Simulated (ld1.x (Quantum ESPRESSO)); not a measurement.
# Varying the RRKJ potential for Pd

Base potential:

* Element: Pd (Z = 46)
* Generator: ld1.x (Quantum ESPRESSO) 7.5
* Type: norm-conserving RRKJ (Kleinman–Bylander form)
* Functional: PBEsol
* Relativity: scalar-relativistic
* Frozen core: [Ar] 3d10
* Valence charge: 18
* Reference configuration: 4s2 4p6 4d10 5s0
* Partial waves: 4s (bound): rc 1.15 bohr; 4p (bound): rc 1.80 bohr; 4d (bound): rc 1.70 bohr
* Local potential: all-electron potential smoothed inside 1.00 bohr (lloc = -1)
* Core correction: none
* rho0: 0.02

Cutoffs, loose and tight: the cutoffs (Ry, on a coarse ladder) from which the occupation-weighted sum of valence levels, in a spherical-Bessel basis at the reference potential, stays within 10 and 1 mRy of its value at 400 Ry. They do not see the model core or the augmentation charge, which bear on the density cutoff. Test errors are all-electron minus pseudo excitation energies from the reference, over the configurations 4s2 4p6 4d9 5s0; 4s2 4p6 4d8 5s0; 4s2 4p6 4d7 5s0; 4s2 4p6 4d6 5s0; 4s2 4p6 4d9 5s1; 4s2 4p5 4d10 5s0; 4s2 4p6 4d9.5 5s0. A dash means not determined; rows that change the core or the reference have their own tests. The largest error is taken over the tests solved by every variant that gives reliable tests at all: 4s2 4p5 4d10 5s0; 4s2 4p6 4d6 5s0; 4s2 4p6 4d7 5s0; 4s2 4p6 4d8 5s0; 4s2 4p6 4d9 5s0; 4s2 4p6 4d9.5 5s0.

A true bound ghost makes a file unfit for plane-wave use even where its test errors are small: the radial tests pick states by their node count and pass the ghost by. Where a test does run into it, the solver fails or the error is huge.

| change | outcome | cutoff, loose | cutoff, tight | bound ghosts | largest test error (meV) |
| --- | --- | --- | --- | --- | --- |
| base | generated | 110 Ry | 140 Ry | s | -87 |
| core correction a·sin(br)/r model core inside 0.54 bohr | generated | 110 Ry | 140 Ry | s | -95 |
| core correction a·sin(br)/r model core inside 0.82 bohr | generated | 110 Ry | 140 Ry | s | -92 |
| core correction a·sin(br)/r model core inside 1.00 bohr | generated | 110 Ry | 140 Ry | s | -89 |
| core correction a·sin(br)/r model core inside 1.18 bohr | generated | 110 Ry | 140 Ry | s | -88 |
| core correction a·sin(br)/r model core inside 1.30 bohr | generated | 110 Ry | 140 Ry | s | -87 |
